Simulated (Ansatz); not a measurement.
FH3NOPSn (`[F][SnH]1[NH]P[O]1`) at its PBE0-D4/def2-TZVP geometry, where that method's forces vanish. The species carries charge 0 and has multiplicity 1. Sn takes the def2 core potential.

```xyz
8

F    -0.5555    0.8532   -2.2675
Sn   -0.6651   -0.3521   -0.7889
N    -0.3384    0.5749    0.9774
P     1.2499   -0.1158    1.1503
O     1.1527   -0.9603   -0.2718
H    -1.8655   -1.4672   -1.2105
H    -0.9702    0.4624    1.7585
H     1.9921    1.0049    0.6525
```

Task: What forces (eV/Å) does ωB97M-V/def2-TZVPP give on these atoms in the Gaussian-basis code of Ansatz? (Best estimate.)

Result: Computed: 
```
F1   0.003 -0.003  0.007
Sn2 -0.071 -0.084 -0.007
N3  -0.129 -0.022 -0.041
P4   0.199  0.127  0.116
O5  -0.068 -0.029 -0.107
H6   0.109  0.106  0.040
H7   0.040  0.011 -0.037
H8  -0.082 -0.106  0.029
```
